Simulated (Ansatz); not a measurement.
Start from `B[CH2][AlH][CH3]` and change one atom or group to get `B[CH2][AlH][GeH3]`.

Ansatz, PBE0-D4/def2-TZVP geometries, multiplicity 1. Each molecule was computed in one conformer, which needn't be the lowest.

Scalar relativity is left out up to krypton.

```tsv
property	`B[CH2][AlH][CH3]`
LUMO energy (ωB97M-V/def2-TZVPP) / eV	0.02
HOMO energy (ωB97M-V/def2-TZVPP) / eV	-10.21
size of the dipole moment (B3LYP/def2-TZVPP) / D	1.51
LUMO energy (PBE0/def2-TZVPP) / eV	-1.70
HOMO–LUMO gap (B3LYP/def2-TZVPP) / eV	5.89
HOMO energy (B3LYP/def2-TZVPP) / eV	-7.79
```

Give the same properties after the change, and the shifts. (Estimate.)

The calculation gave: 
```json
{"property": "LUMO energy (ωB97M-V/def2-TZVPP) / eV", "`B[CH2][AlH][GeH3]`": "-0.50", "shift": "-0.52"}
{"property": "HOMO energy (ωB97M-V/def2-TZVPP) / eV", "`B[CH2][AlH][GeH3]`": "-9.61", "shift": "0.60"}
{"property": "size of the dipole moment (B3LYP/def2-TZVPP) / D", "`B[CH2][AlH][GeH3]`": "1.43", "shift": "-0.08"}
{"property": "LUMO energy (PBE0/def2-TZVPP) / eV", "`B[CH2][AlH][GeH3]`": "-2.20", "shift": "-0.50"}
{"property": "HOMO–LUMO gap (B3LYP/def2-TZVPP) / eV", "`B[CH2][AlH][GeH3]`": "5.04", "shift": "-0.85"}
{"property": "HOMO energy (B3LYP/def2-TZVPP) / eV", "`B[CH2][AlH][GeH3]`": "-7.41", "shift": "0.38"}
```

With PBE0 the HOMO rises by 0.41 eV and the LUMO falls by 0.50 eV, so the gap narrows by about 0.91 eV. PBE moves the HOMO by 0.29 eV and ωB97M-V by 0.60 eV. Dipoles are sizes alone; their direction can turn.

B3LYP here is the variant with VWN-RPA as its local correlation; programs differ in this.
